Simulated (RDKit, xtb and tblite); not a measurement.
Torsional profile of C6H10O2, SMILES C=CCCC(=O)OC, singlet. Scanned: dihedral C1–C2–C3–C4 and dihedral C2–C3–C4–C5; all other coordinates were relaxed at GFN2-xTB. Points at φ and −φ are mirror images. Heavy atoms are numbered in the order of the SMILES C=CCCC(=O)OC, hydrogens after them in the order of the atoms that carry them; the mirror image has the same energies with the sign of each dihedral reversed.

Levels: GFN2-xTB (xtb and tblite); MMFF94 // GFN2-xTB (RDKit); UFF // GFN2-xTB (RDKit).

Energies in kJ/mol at chosen points (x: dihedral C1–C2–C3–C4 (°); y: dihedral C2–C3–C4–C5 (°)), relative to x = 180, y = -60:

| method | (180, -150) | (30, 30) | (120, -150) | (180, -30) | (0, -90) | (180, 90) | (-30, 60) |
|---|---|---|---|---|---|---|---|
| GFN2-xTB | 3.2 | 6.6 | -1.0 | 9.0 | 1.0 | 2.9 | 3.0 |
| MMFF94 | 1.5 | 16.1 | -9.4 | 19.4 | -7.2 | 1.1 | 6.7 |
| UFF | 15.0 | 36.7 | 17.3 | 22.3 | 33.2 | 11.4 | 36.5 |
